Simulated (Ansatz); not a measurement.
Geometry optimisation, Ansatz, RKS PBE0-D4/def2-mTZVP.

The input (input.yaml):

```yaml
crystal:
  periodic: [false, false, false]
  atoms:
    - { symbol: Ge, position_ang: [-0.418443, 0.0, -0.433441] }
    - { symbol: Cl, position_ang: [0.075251, 0.0, 2.967188] }
    - { symbol: H, position_ang: [0.953794, 0.0, 0.237752] }
    - { symbol: H, position_ang: [-0.577079, 1.253667, -1.309833] }
    - { symbol: H, position_ang: [-0.577079, -1.253667, -1.309833] }
    - { symbol: H, position_ang: [-1.570848, 0.0, 0.59702] }
    - { symbol: H, position_ang: [-1.136696, 0.0, 2.409146] }
basis:
  gaussian: { orbitals: def2-mTZVP }
hamiltonian:
  xc: pbe0
  dispersion: d4
relax:
  f_tol: 0.03
  max_steps: 50
```

Command:

```bash
$ ansatz run input.yaml --threads 1 --pin off --max-ram 2048MiB --backend cpu --events-out ev --progress --plain --runs-dir out
```

Problem. Where does it end, and by what steps?

Solution. It converged. The force dipped under the threshold on the way, but the program's further checks kept it going. After 17 steps the energy has fallen by 0.188 eV; Cl2 moved furthest, 0.99 Å.

```tsv
step	energy less start (eV)	largest force component (eV/Å)	accepted
0	0.0000	1.019	yes
1	-0.1097	0.721	yes
2	-0.1559	0.656	yes
3	-0.1732	0.355	yes
4	-0.1810	0.143	yes
5	-0.1818	0.056	yes
6	-0.1823	0.079	yes
7	-0.1832	0.105	yes
8	-0.1831	0.255	no
9	-0.1845	0.025	yes
10	-0.1853	0.203	yes
11	-0.1860	0.182	yes
12	-0.1873	0.006	yes
13	-0.1875	0.020	yes
14	-0.1877	0.031	yes
15	-0.1879	0.039	yes
16	-0.1880	0.041	yes
17	-0.1880	0.024	yes
```

```xyz
7
Properties=species:S:1:pos:R:3
Ge -0.390 0.000 -0.651
Cl -0.461 0.000 3.799
H 1.092 0.000 -0.257
H -0.728 1.260 -1.457
H -0.728 -1.260 -1.457
H -1.243 0.000 0.636
H -0.792 0.000 2.544
```

Whether the end is a true minimum wasn't checked by a vibrational analysis.

Run time: 40 s on 1 thread of Arm Neoverse V1, on a shared host, peak memory 0.14 GiB.
